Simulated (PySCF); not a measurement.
SiPb and its ions

UHF-CCSD(T); Si def2-SVP, Pb def2-SVP with ECP60; scalar-relativistic core potentials (PySCF 2.14). Neutral (UHF): triplet (π ↑↑), Re = 2.620 Å, ωe = 308 cm⁻¹, De = 2.04 eV.

SiPb⁺ (UHF): quartet (σ ↑, π ↑↑), Re = 2.649 Å, ωe = 276 cm⁻¹. The energies at the minima are -480.79181 hartree for SiPb and -480.54220 for SiPb⁺.

Problem. Work out the adiabatic ionisation energy, without and with harmonic zero-point energies (1 hartree = 27.2114 eV, 1 eV = 8065.5 cm⁻¹), and the change of the bond length.

Solution. At UHF-CCSD(T): 0.24961 hartree = 6.792 eV between the minima; the zero-point term (276.0 − 308.0)/2 cm⁻¹ = -0.002 eV makes it 6.790 eV. Re changes by +2.9 pm against the neutral. The electron leaves a σ orbital, and the longer bond of the ion fits a bonding orbital, or a change in how ionic the bond is.

Correlated steps freeze 9 core orbitals. Correlated levels converge slowly with the basis: in double zeta they bind strong bonds too weakly, by up to about 1 eV, and carry superposition errors of some tenths. Spin–orbit coupling is left out, which matters for elements this heavy, above all for dissociation energies. States were picked by a PBE0 search and need not be the measured ground states.
